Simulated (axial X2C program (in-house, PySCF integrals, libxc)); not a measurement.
**NbF⁺: bond constants with and without spin–orbit coupling**

Calculated with an in-house relativistic program for diatomic molecules. Spin-free means the one-electron spin-free X2C Hamiltonian; two-component (2c) means X2C with spin–orbit coupling and atomic mean-field two-electron Coulomb and Gaunt terms, so the difference of the two also holds small scalar two-electron terms. Basis: Nb dyall-cv3z [11s12p9d5f3g], F dyall-av3z [7s6p3d2f] (cores contracted in-house); Gaussian nuclei, density fitting, unrestricted open shells. Masses: Nb 92.906 u, F 18.998 u.

The run was started with this input:
```json
{"zs": [41, 9], "q": 1, "bas": ["dyall-cv3z", "dyall-av3z"], "levels": ["PBE0", "HF", "LDA"], "cc": true, "r0": 2.11, "thr": -1.0, "nmax": 90, "npts": 10, "nst": 2, "ntry": 6}
```
```bash
python so2c.py task.json out
```

Keys: zs atomic numbers; q charge; bas basis sets; levels methods; cc coupled cluster on or off; r0 starting distance in Å; thr threshold in hartree for freezing inner shells (an s shell follows its p shell); nmax most natural virtual spinors; npts points on the curve; nst determinants followed; ntry starts of the search. HF also brings MP2.

State, spin-free: M_S = 3/2, Λ = 0 (beyond evenly filled blocks: σα, δ+α, δ-α); electrons by block: σα: 12, σβ: 11, π+α: 5, π+β: 5, π-α: 5, π-β: 5, δ+α: 2, δ+β: 1, δ-α: 2, δ-β: 1. Fragments: Nb+ + F.

State, 2c: Ω = 3/2 (⟨Sz⟩ = 1.50, ⟨Lz⟩ = 0.00 at PBE0); electrons by block: 1/2: 17, -1/2: 16, 3/2: 6, -3/2: 7, 5/2: 2, -5/2: 1. Fragments: Nb+ + F.

```csv
Hamiltonian,level,Re (Å),ωe (cm⁻¹),Be (cm⁻¹),αe (cm⁻¹),De (eV),k (mdyn/Å),μ (D)
spin-free,PBE0,1.782,750.4,0.3364,0.002,5.26,5.23,-4.48
spin-free,HF,1.823,677.8,0.3217,0.00187,3.12,4.27,-6.10
spin-free,MP2,1.806,706.3,0.3276,0.00217,5.55,4.64,n/a
spin-free,CCSD,1.810,706.7,0.3264,0.00207,5.07,4.64,n/a
spin-free,CCSD(T),1.810,708.9,0.3263,0.00212,5.30,4.67,n/a
spin-free,LDA,1.758,795.7,0.3459,0.00197,6.96,5.88,-3.70
2c,PBE0,1.783,749.6,0.3363,0.002,n/a,5.22,-4.48
2c,HF,1.824,676.6,0.3213,0.00185,n/a,4.25,-6.10
2c,MP2,1.807,704.0,0.3273,0.00216,n/a,4.61,n/a
2c,CCSD,1.811,704.7,0.326,0.00205,n/a,4.62,n/a
2c,CCSD(T),1.811,706.9,0.3259,0.0021,n/a,4.64,n/a
2c,LDA,1.758,794.9,0.3457,0.00197,n/a,5.87,-3.70
```

Correlated methods: 11 electrons correlated (number of frozen shells: Nb 4 s, 3 p, 1 d; F 1 s), 293 virtual spin orbitals or spinors in MP2, 90 natural virtuals in coupled cluster.

Dipoles are positive if F is the positive end and refer to the centre of mass.

One determinant describes the state; a PBE0 search over occupations chose it and may have missed a lower one. De is counted from the lowest determinant-based energies of the atoms at the same level, without counterpoise correction. De is not given where an atomic determinant may have missed its ground term or J level, or where the truncated virtual space spoils (T). Density functionals use the spin component along the axis (collinear). CCSD and (T) use frozen natural virtuals with an MP2 correction for the truncation; (T) itself is uncorrected, so its De runs slightly low. Other states lie close and PBE0, whose exact exchange favours high spin, may order them wrongly; the determinant shown need not be the ground state. The nearest other spin-free determinant of the search, M_S = 3/2, Λ = 1, lies 0.12 eV up at the distance of the search. The functionals have no current-density term, which raises determinants with orbital currents, atoms included. With several unpaired electrons one determinant need not be a pure state. A state of lower Ω lies just above, and one determinant can place such states too high, so the state shown need not be the lowest. The search has Ω = 1/2 only 0.08 eV up. The outer-core s and p shells of the metal are frozen in the correlated rows, which leaves out core–valence correlation; for alkali and alkaline-earth bonds that tends to lengthen them. At some level and bond length an empty orbital lies below a filled one. This is the top spin component of a Σ state; components of lower Ω are not single determinants and can lie lower. With the outer-core shells frozen, correlated bond lengths of heavy atoms tend to come out a few hundredths of an ångström too long.

Rough cost a point (2c) on 1 thread(s) of a shared host, integrals apart: PBE0 2.3 s, HF 1.6 s, CCSD(T) 7 s, LDA 0.8 s.

The whole task took 4.4 min on 1 thread of Arm Neoverse V1, on a shared host.
